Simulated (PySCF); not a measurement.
Vibration and rotation of HfF

B2PLYP constants of HfF, doublet, unpaired electrons δ ↑, a mixture of terms (⟨Lz²⟩ = 4.7) (basis Hf x2c-TZVPPall, F x2c-TZVPPall; spin-free X2C with a Gaussian nucleus; PySCF 2.14; masses 179.9465 and 18.9984 u):

- ωe: 694.6 cm⁻¹
- ωexe: 3.03 cm⁻¹
- Be: 0.28656 cm⁻¹
- αe: 0.00164 cm⁻¹
- D (centrifugal): 1.95e-07 cm⁻¹

Task: Give the vibrational terms G(v) and spacings up to v = 6.

Result: G(v) = ωe(v+½) − ωexe(v+½)².

```csv
v,G(v) (cm⁻¹),G(v) − G(v−1),Bv (cm⁻¹)
0,346.5,,0.2857
1,1035.1,688.5,0.2841
2,1717.6,682.5,0.2825
3,2394.0,676.4,0.2808
4,3064.3,670.4,0.2792
5,3728.6,664.3,0.2775
6,4386.9,658.2,0.2759
```

Correlated steps freeze 24 core orbitals. De is left out where the level can put another filling of the metal’s s and d shells below the measured ground configuration, by anything from nothing to about 1 eV. These are scalar-relativistic numbers at best; spin–orbit coupling would shift them, the dissociation energy most. B2PLYP dipoles, levels and charges come from its SCF part alone. With d or f electrons several states lie close, and the lowest PBE0 determinant need not be the measured ground state.
